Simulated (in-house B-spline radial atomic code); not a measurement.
Se⁺. Computed with a B-spline radial atomic code. Model: non-relativistic spherical atom: semilocal Troullier-Martins pseudo-atom, one channel per l, against all electrons, high spin, G0W0 and RPA with empty states to l = 8, local potential for every l without a channel, a model core (radius 0 = none) keeps its share of the functional.

What the tables leave out is listed at the end.

The pseudopotential gives back the lowest level of each angular momentum of its own functional in the configuration it was made in; a second state of the same l is only approximately right. Exact exchange, RPA and GW see the smooth pseudo-orbitals and miss the exchange with the core, for which the functional's share stands in. The column with an uncorrelated core keeps all orbitals and exact exchange, and so separates missing core correlation from pseudisation. Only the three outermost levels and the lowest empty one were computed. RPA here is direct RPA, with no exchange kernel, and its energies carry an (l + 1/2)⁻⁴ tail. A hybrid on a potential with a model core restores only its own semilocal share of the core's exchange.

Command:
```bash
python run_psgw.py task.json out
```
Settings (lengths in bohr, energies in hartree):
```
Z                      34
electrons              33
configuration          [Ar] 3d10 4s2 4p3
generated_in           [Ar] 3d10 4s2 4p3
functional             pbe,pbe
core_shells            6
radius_factor          0.8
core_correction        False
```

Run time, properties included: 13 s on 1 thread of Intel(R) Xeon(R) 6975P-C (Granite Rapids) (shared host).

Given: made with PBE; model core radius 0 bohr; local radius 1.437 bohr; mean-field start PBE.

Valence shells of the generating configuration: 4s, 4p.

Channel: s 1.216, p 1.399, d 2.692 (radii in bohr).

Computed: largest level miss in the spin-unpolarised generating configuration 0.001 eV; valence RPA correlation energy all-electron orbitals -0.19081 hartree; valence RPA correlation energy pseudo -0.20419 hartree; pseudo-atom RPA polarisability 12.52 bohr³.

```json
{"level": "4p up", "occupied": "1", "mean-field all-electron (eV)": "-16.416", "mean-field pseudo minus all (eV)": "-0.016", "G0W0 all-electron (eV)": "-21.352", "G0W0 uncorrelated core minus all (eV)": "0.197", "G0W0 pseudo minus all (eV)": "0.094", "exchange self-energy all-electron (eV)": "-19.889", "exchange self-energy pseudo (eV)": "-17.043"}
{"level": "4s down", "occupied": "1", "mean-field all-electron (eV)": "-24.431", "mean-field pseudo minus all (eV)": "0.255", "G0W0 all-electron (eV)": "-29.263", "G0W0 uncorrelated core minus all (eV)": "0.522", "G0W0 pseudo minus all (eV)": "0.456", "exchange self-energy all-electron (eV)": "-18.44", "exchange self-energy pseudo (eV)": "-13.757"}
{"level": "4p down (empty)", "occupied": "0", "mean-field all-electron (eV)": "-13.614", "mean-field pseudo minus all (eV)": "0.213", "G0W0 all-electron (eV)": "-10.076", "G0W0 uncorrelated core minus all (eV)": "0.23", "G0W0 pseudo minus all (eV)": "0.1", "exchange self-energy all-electron (eV)": "-5.6252", "exchange self-energy pseudo (eV)": "-2.7744"}
```

(1) What is the all-electron RPA polarisability, core included?

Given: mean-field start PBE0.

Computed: valence RPA correlation energy all-electron orbitals -0.17462 hartree; valence RPA correlation energy pseudo -0.18696 hartree; pseudo-atom RPA polarisability 11.151 bohr³.

| level | occupied | mean-field all-electron (eV) | mean-field pseudo minus all (eV) | G0W0 all-electron (eV) | G0W0 uncorrelated core minus all (eV) | G0W0 pseudo minus all (eV) | exchange self-energy all-electron (eV) | exchange self-energy pseudo (eV) |
| --- | --- | --- | --- | --- | --- | --- | --- | --- |
| 4p up | 1 | -17.858 | 0.023 | -21.532 | 0.194 | 0.086 | -19.865 | -17.075 |
| 4s down | 1 | -25.568 | 0.192 | -29.304 | 0.527 | 0.424 | -18.224 | -13.749 |
| 4p down (empty) | 0 | -12.392 | 0.14 | -9.8729 | 0.22 | 0.102 | -5.3099 | -2.7071 |

(2) What is the all-electron RPA polarisability, core included?

Given: mean-field start Hartree-Fock.

Computed: valence RPA correlation energy all-electron orbitals -0.14011 hartree; all-electron RPA polarisability, core included 8.8083 bohr³; pseudo-atom RPA polarisability 8.6842 bohr³.

```csv
level,occupied,mean-field all-electron (eV),mean-field pseudo minus all (eV),G0W0 all-electron (eV),G0W0 uncorrelated core minus all (eV),G0W0 pseudo minus all (eV),exchange self-energy all-electron (eV),exchange self-energy pseudo (eV)
4p up,1,-21.423,-0.012,-21.848,0.182,0.126,-19.595,-17.089
4s down,1,-27.531,0.062,-29.275,0.509,0.453,-17.563,-13.63
4s up,?,?,?,?,?,?,?,?
4p down (empty),0,-7.8321,0.06,-9.5086,0.165,0.171,-4.1484,-2.3355
```

(3) What belongs in the row 4s up?

(4) What is the valence RPA correlation energy pseudo?

## Answers

(1) 12.511 bohr³.

(2) 11.131 bohr³.

(3) occupied: 1; mean-field all-electron (eV): -35.975; mean-field pseudo minus all (eV): -0.129; G0W0 all-electron (eV): -33.715; G0W0 uncorrelated core minus all (eV): 0.228; G0W0 pseudo minus all (eV): 0.157; exchange self-energy all-electron (eV): -25.974; exchange self-energy pseudo (eV): -22.311.

(4) -0.15022 hartree.

Among the listed levels the largest G0W0 shift of the pseudo-atom is +0.46 eV, for 4s down on the PBE start, while leaving the core uncorrelated moves that level by +0.52 eV. The rest, -0.07 eV, comes from pseudisation and the lost core exchange. Not in the tables (levels of low weight, unsolved or above zero; the highest and the empty levels are kept at any weight): on PBE the G0W0 levels 4s up (pseudo minus all +0.06 eV, weights 0.18 and 0.18); on PBE0 the G0W0 levels 4s up (pseudo minus all +0.21 eV, weights 0.40 and 0.39).
